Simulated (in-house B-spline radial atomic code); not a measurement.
Computed with a B-spline radial atomic code. Model: two electrons, singlet ground state, non-relativistic, full CI in B-splines with partial waves to l = 8 (at full coupling up to 3e-4 hartree above the limit, correlation up to 0.6 % small), density held at that of full coupling by Lieb maximisation.

Along the adiabatic connection the electron repulsion is scaled by a coupling λ while a local potential keeps the density fixed. At λ = 0 the system is the Kohn-Sham one and W equals the exchange energy; the exchange-correlation energy is the area under W between 0 and 1. The kinetic energy rises with λ as the electrons avoid each other, with dT/dλ = −λ dW/dλ.

Command:
```bash
python run_ac.py task.json out
```
Settings (lengths in bohr, energies in hartree):
```
potential              coulomb
strength               7.65
lmax                   8
wall_radius            4.83
```

Run time, properties included: 13 s on 1 thread of Intel(R) Xeon(R) Processor @ 2.30GHz, with other jobs on the host.

**W = mean repulsion less Hartree energy, and W of three functionals.**

Given: confinement point charge; nuclear charge 7.65; hard wall radius 4.83 bohr; external potential -Z/r.

Computed: LDA exchange minus exact 644.97 millihartree; SCAN exchange minus exact -4.1034 millihartree.

```
coupling  W xc (hartree)  W xc minus exchange (millihartree)  kinetic minus Kohn-Sham (millihartree)  LDA (PW92) W minus its exchange (millihartree)  PBE W minus its exchange (millihartree)  SCAN W minus its exchange (millihartree)
       0         -4.5585                                   0                                       0                                               0                                        0                                         0
    0.02         -4.5604                              -1.865                                       0                                          -15.51                                    -1.89                                     -1.85
    0.05               ?                                   ?                                       ?                                               ?                                        ?                                         ?
    0.12         -4.5697                             -11.135                                     0.7                                          -66.96                                   -11.41                                    -10.93
    0.25         -4.5816                             -23.049                                     2.9                                         -117.97                                   -23.87                                    -22.48
     0.4         -4.5952                             -36.605                                     7.3                                         -167.35                                   -38.23                                    -35.49
     0.6               ?                                   ?                                       ?                                               ?                                        ?                                         ?
     0.8         -4.6303                             -71.797                                    28.3                                         -274.22                                    -76.1                                    -68.87
       1         -4.6474                             -88.888                                    43.7                                         -319.48                                   -94.68                                    -84.93
     1.4         -4.6807                             -122.11                                    83.5                                         -399.66                                  -130.99                                   -115.94
       2         -4.7282                             -169.65                                   164.2                                         -502.16                                  -183.22                                   -159.99
       3         -4.8019                             -243.31                                   347.8                                         -642.81                                  -264.38                                   -227.77
     4.5         -4.9009                             -342.37                                   717.7                                         -810.63                                  -373.61                                   -318.55
       7          -5.041                              -482.5                                  1517.6                                         -1023.9                                  -528.31                                   -447.41
      10         -5.1775                             -618.98                                  2670.3                                         -1216.2                                  -680.01                                   -574.51
```

Question: What belongs in the row 0.05?

Answer: W xc (hartree): -4.5632; W xc minus exchange (millihartree): -4.657; kinetic minus Kohn-Sham (millihartree): 0.1; LDA (PW92) W minus its exchange (millihartree): -33.17; PBE W minus its exchange (millihartree): -4.73; SCAN W minus its exchange (millihartree): -4.6.

Question: What belongs in the row 0.6?

Answer: W xc (hartree): -4.6129; W xc minus exchange (millihartree): -54.373; kinetic minus Kohn-Sham (millihartree): 16.1; LDA (PW92) W minus its exchange (millihartree): -224.16; PBE W minus its exchange (millihartree): -57.27; SCAN W minus its exchange (millihartree): -52.4.

Question: What is the PBE exchange minus exact?

Answer: 87.27 millihartree.

**Energy parts, natural occupations and partial-wave weights.**

Computed: exchange energy -4.5585 hartree; correlation energy -0.045172 hartree; kinetic part of the DFT correlation energy 0.043716 hartree; initial slope twice GL2 -0.093347 hartree; kinetic part over minus potential part 0.49181; Hartree energy 9.1171 hartree; Kohn-Sham kinetic 53.853 hartree.

```tsv
natural	occupation of the shell (electrons)
s	1.9991
p	?
s	0.0003334
d	2.9151e-05
p	2.0261e-05
s	7.9698e-06
```

Question: What belongs in the row p?

Answer: occupation of the shell (electrons): 0.00052846.

```csv
wave,weight
s,0.9997
p,?
d,1.6399e-05
f,2.4386e-06
g,5.8328e-07
```

Question: What belongs in the row p?

Answer: weight: 0.00027542.

Question: What is the Lieb Oxford ratio E_xc over LDA exchange?

Answer: 1.1763.

Question: What is the total energy?

Answer: -53.8976 hartree.

Half-way to full coupling W has made 51 % of its drop, against 50 % for a straight line, and second-order (GL2) theory, half the initial slope, overshoots the correlation energy by about 3 %: correlation is weak here. Over couplings 0 to 1 the errors in E_xc come to about +504 millihartree for LDA, +85 millihartree for PBE, -2.4 millihartree for SCAN, so SCAN is nearest. In LDA and PBE and SCAN the errors of exchange and correlation have opposite signs, so the sum is smaller than the larger of the two.
